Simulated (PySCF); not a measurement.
# Computed properties of SbHCl2, SMILES [Cl][SbH][Cl]

SbHCl₂, SMILES [Cl][SbH][Cl]. Coordinates come from a B3LYP-D3(BJ)/def2-TZVP optimisation. The def2 effective core potentials stand for the cores of Sb; spin–orbit coupling is left out. The values are those of a single conformer. All values are computed for the isolated molecule unless a solvent is named; none is compared with measurement here.

**Structure.** The optimised structure has Cs symmetry. All 6 harmonic modes at B3LYP-D3(BJ)/def2-TZVP (PySCF) are real, so it is a minimum. With heavy atoms numbered as in [SbH:1]([Cl:3])[Cl:4], the shortest bond between them is Sb1–Cl4 at 2.370 Å and the longest Sb1–Cl3 at 2.370 Å.

**Vibrations.** The strongest infrared lines (harmonic, unscaled, degenerate partners summed) lie at 1909 cm⁻¹ (164 km/mol, H 99 %), 344 cm⁻¹ (74 km/mol, Cl 75 %, Sb 25 %), 358 cm⁻¹ (30 km/mol, Cl 79 %, Sb 21 %). The softest mode is at 120 cm⁻¹ and the zero-point energy is 5.7 kcal/mol.

**Electronic structure.** CAM-B3LYP/def2-TZVPD (PySCF) places the frontier levels at -9.34 and -1.12 eV, a gap of 8.22 eV, and gives a dipole moment of 2.94 D and a mean polarisability of 71.4 bohr³.

**Excitations.** TDDFT-PBE0/def2-SVPD (PySCF) has S1 at 4.72 eV (262 nm, f = 0.031, weak); the most intense of the 10 singlets computed lies at 6.43 eV (f = 0.12). T1 (TDA) is at 3.96 eV. No vertical singlet excitation falls in the visible range (under 3.1 eV).
